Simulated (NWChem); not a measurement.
ZrH3Cl; SMILES [Cl][ZrH3]

```xyz
5

Zr     0.0000     0.0000    -0.5567
Cl     0.0000     0.0000     1.7622
H      0.7518     1.5706    -1.1546
H      0.9843    -1.4364    -1.1546
H     -1.7361    -0.1342    -1.1546
```
Atoms are numbered in this order, from 1.

Level: PBE0/def2-SVP with def2 effective core potentials on Zr (NWChem), optimised geometry, unscaled harmonic frequencies. def2 effective core potentials on Zr; no spin-orbit coupling.

| frequency (cm⁻¹) | IR intensity (km/mol) |
|---|---|
| 348 | 41.9 |
| 348 | 41.9 |
| 391 | 2.2 |
| 573 | 329.1 |
| 609 | 90.9 |
| 609 | 90.9 |
| 1716 | 513.3 |
| 1716 | 513.3 |
| 1748 | 184.4 |

```
Item                                                                               Result
-----------------------------------------------------------------------  ----------------
zero-point energy                                                           11.5 kcal/mol
thermal correction to the enthalpy at 298.15 K (with zero-point energy)     14.8 kcal/mol
heat capacity Cv                                                         13.8 cal/(mol K)
entropy at 298.15 K and 1 atm (symmetry number 3)                        66.7 cal/(mol K)
```

Rigid rotor and harmonic oscillator.
